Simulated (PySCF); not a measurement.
Computed structure and properties of NdF3(H2O)

System: NdF3(H2O) (singlet in the valence; each metal's 4f electrons, 3 of them, lie in its core potential, out of spins and levels); start: template (Cs). Method: PySCF 2.14.0, RKS PBE0, Nd lcecp-1-SVP with ECP49, F def2-SVP, O def2-SVP, H def2-SVP; non-relativistic Hamiltonian with scalar-relativistic core potentials where named; density fitting; no spin-orbit coupling.

Input of the relaxation:

```python
mol = gto.M(atom='''
Nd     0.01527    -0.01527     0.01527
F      1.25777     1.22723     1.25777
F     -1.22723    -1.25777     1.25777
F      1.25777    -1.25777    -1.22723
O     -1.44113     1.44113    -1.44113
H     -1.78173     2.32623    -1.23723
H     -1.78173     1.23723    -2.32623''',
    basis={'Nd': 'lcecp-1-SVP', 'F': 'def2-SVP', 'O': 'def2-SVP', 'H': 'def2-SVP'},
    ecp={'Nd': 'lcecp-1-SVP'},
    charge=0, spin=0)
mf = dft.RKS(mol, xc='PBE0')
mf.grids.atom_grid = (50, 194)  # f atoms: unpruned, at least (60, 302)
mf = mf.density_fit()  # fitting sets: Nd AutoAux, F def2-universal-JKFIT, O def2-universal-JKFIT, H def2-universal-JKFIT
mf.conv_tol = 1e-08; mf.max_cycle = 55
mf.kernel(dm0)  # dm0: converged density of the start geometry
# quasi-Newton relaxation in Cartesian coordinates to a largest gradient under 0.00045 Eh/bohr, steps kept in the point group
```

Run from Python with OMP_NUM_THREADS=2; the lines above give its settings. Where DIIS fails, smearing, a level shift and second-order steps follow.
It took 27 s on 2 threads of Arm Neoverse V2, on a shared host, from the converged density of the start.

Course of the relaxation:

```json
{"step": "0", "energy above end (eV)": "0.2536", "largest force component within the symmetry (eV/Å)": "1.132"}
{"step": "1", "energy above end (eV)": "0.0703", "largest force component within the symmetry (eV/Å)": "0.502"}
{"step": "2", "energy above end (eV)": "0.0358", "largest force component within the symmetry (eV/Å)": "0.182"}
{"step": "3", "energy above end (eV)": "0.0230", "largest force component within the symmetry (eV/Å)": "0.160"}
{"step": "4", "energy above end (eV)": "0.0033", "largest force component within the symmetry (eV/Å)": "0.109"}
{"step": "5", "energy above end (eV)": "0.0013", "largest force component within the symmetry (eV/Å)": "0.040"}
{"step": "6", "energy above end (eV)": "0.0008", "largest force component within the symmetry (eV/Å)": "0.041"}
{"step": "7", "energy above end (eV)": "0.0001", "largest force component within the symmetry (eV/Å)": "0.023"}
{"step": "8", "energy above end (eV)": "0.0000", "largest force component within the symmetry (eV/Å)": "0.009"}
```

Relaxed geometry (Cs):

```xyz
7

Nd    0.0888   -0.0889    0.0889
F     1.1286    1.3619    1.1628
F    -1.3219   -1.1694    1.1694
F     1.1286   -1.1628   -1.3619
O    -1.3495    1.3658   -1.3658
H    -1.6879    2.2439   -1.1506
H    -1.6879    1.1506   -2.2439
```

| contact | Å |
| --- | --- |
| Nd1–F2 (F) | 2.083 |
| Nd1–F3 (F) | 2.080 |
| Nd1–F4 (F) | 2.083 |
| Nd1–O5 (H2O) | 2.510 |

On the finer grid (75, 302):

The HOMO is -9.25 eV and the LUMO is -1.09 eV. The dipole about the centre of mass is 6.88 D. The set of Mulliken populations of Nd1 outside the core potential is s 2.11, p 6.29, d 1.28, f 0.11. The D3(BJ) dispersion energy (not in the energies) is -0.085 eV.

| atom | Mulliken (e) | Löwdin (e) | spin (e) |
| --- | --- | --- | --- |
| Nd1 | 1.21 | 0.75 | 0.00 |
| F2 | -0.46 | -0.34 | 0.00 |
| F3 | -0.46 | -0.33 | 0.00 |
| F4 | -0.46 | -0.34 | 0.00 |
| O5 | -0.29 | 0.00 | 0.00 |
| H6 | 0.23 | 0.13 | 0.00 |
| H7 | 0.23 | 0.13 | 0.00 |

The 4f levels lie in the core potential and are missing. Their spin isn't counted.

On the grid (50, 194), as all that follows. Harmonic modes: a minimum within the noise of the softest modes; lowest 22 cm⁻¹ (negative: unstable), highest 3947 cm⁻¹, zero-point energy 0.777 eV.

Taking off one F (charge -1, singlet; the rest: singlet) in vacuum, both parts rigid, costs 10.82 eV; the small basis without counterpoise inflates it. Most of it is the attraction of opposite charges; other ways to part are cheaper, and one spin state was tried for the rest.

Rigid scan of F along the line from its metal:

distance to F2 (Å), energy (eV) and a bar:
```
     1.78      1.323 #########
     1.88      0.504 ###
     1.98      0.109 #
     2.08      0.000 
     2.18      0.080 #
     2.28      0.282 ##
     2.48      0.877 ######
     2.78      1.909 #############
     3.18      3.172 ######################
     3.68      4.382 ##############################
```

Taking off one H2O (charge 0, singlet; the rest: singlet) in vacuum, both parts rigid, costs 1.27 eV; the small basis without counterpoise inflates it.

Rigid scan of H2O along the line from its metal:

distance to O5 (Å), energy (eV) and a bar:
```
     2.21      0.338 ############
     2.31      0.127 ####
     2.41      0.027 #
     2.51      0.000 
     2.61      0.020 #
     2.71      0.068 ##
     2.91      0.207 #######
     3.21      0.430 ###############
     3.61      0.675 #######################
     4.11      0.881 ##############################
```

One start shape was tried, so this needn't be the lowest isomer.

An lcecp potential fixes the number of 4f electrons, so in runs with it no electron can move into or out of that shell.
